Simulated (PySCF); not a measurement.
## Bonding in `CNN([SiH3])c1cccc(F)c1`

C7H11FN2Si.
Numbering: `[CH3:1][NH:2][N:3]([SiH3:4])[c:5]1[cH:6][cH:7][cH:8][c:9]([F:10])[cH:11]1` (hydrogens: H12, H13, H14 on C1; H15 on N2; H16, H17, H18 on Si4; H19 on C6; H20 on C7; H21 on C8; H22 on C11)

Structure used (GFN2-xTB), in Å, numbered top down from 1:
```
atom  x, y, z in Å
C1    -2.387   -1.375    0.006
N2    -1.698   -0.505   -0.929
N3    -0.911    0.473   -0.269
Si4   -1.648    1.887    0.440
C5     0.427    0.145   -0.156
C6     0.969   -0.937   -0.857
C7     2.310   -1.245   -0.754
C8     3.157   -0.494    0.044
C9     2.607    0.569    0.736
F10    3.406    1.320    1.531
C11    1.271    0.900    0.658
H12   -3.079   -0.839    0.669
H13   -2.937   -2.119   -0.565
H14   -1.637   -1.877    0.617
H15   -2.369   -0.027   -1.524
H16   -1.691    1.813    1.903
H17   -3.009    1.859   -0.098
H18   -0.923    3.065   -0.028
H19    0.319   -1.523   -1.486
H20    2.706   -2.082   -1.309
H21    4.207   -0.718    0.135
H22    0.900    1.732    1.233
```

Bond orders from the PBE0/pcSseg-1 density (PySCF). The structure is a single GFN2-xTB conformer in the gas phase; no vibrational or solvent corrections.

Task: How far do the computed orders between heavy atoms stray from the drawn ones?

Result: The largest departure is 0.185, at C11–C5 (drawn aromatic, 1.315), counting aromatic bonds as 1.5. Drawn single, order below 0.88: C9–F10 (0.878). The bonds drawn aromatic range from 1.31 to 1.49.

Task: Set the Mayer orders of the bonds beside their lengths.

Result: 
```
   bond  drawn as  length (Å)  Mayer order
  C1–N2    single       1.451        0.965
  N2–N3    single       1.418        1.018
 N3–Si4    single       1.744        0.886
  N3–C5    single       1.382        0.916
  C5–C6  aromatic       1.398        1.396
  C6–C7  aromatic       1.380        1.460
  C7–C8  aromatic       1.385        1.391
  C8–C9  aromatic       1.382        1.438
 C9–F10    single       1.354        0.878
 C9–C11  aromatic       1.379        1.485
 C11–C5  aromatic       1.395        1.315
 C1–H12    single       1.098        0.954
 C1–H13    single       1.088        0.965
 C1–H14    single       1.090        0.962
 N2–H15    single       1.016        0.936
Si4–H16    single       1.466        0.922
Si4–H17    single       1.464        0.949
Si4–H18    single       1.460        0.938
 C6–H19    single       1.078        0.931
 C7–H20    single       1.080        0.957
 C8–H21    single       1.077        0.945
C11–H22    single       1.077        0.922
```

By pair of heavy elements: C–N: lowest N3–C5 (0.916, 1.382 Å), highest C1–N2 (0.965, 1.451 Å); in 1 of the 1 pairs the longer bond (by over 0.003 Å) has the higher order (by 0.02 or more). C–C: lowest C11–C5 (1.315, 1.395 Å), highest C9–C11 (1.485, 1.379 Å); in 1 of the 15 pairs the longer bond (by over 0.003 Å) has the higher order (by 0.02 or more).

Task: Sum the orders of all bonds at each heavy atom with more than one neighbour and set the sums beside the valence in the SMILES.

Result: C1 3.846 (drawn 4), N2 2.919 (drawn 3), N3 2.820 (drawn 3), Si4 3.695 (drawn 4), C5 3.627 (drawn 4), C6 3.787 (drawn 4), C7 3.808 (drawn 4), C8 3.774 (drawn 4), C9 3.801 (drawn 4), C11 3.722 (drawn 4). Orders between atoms that aren't bonded are not in these sums.

For a closed shell the Mayer order of atoms A and B is Σ (PS)μν (PS)νμ over the basis functions μ on A and ν on B, with P the density and S the overlap matrix.
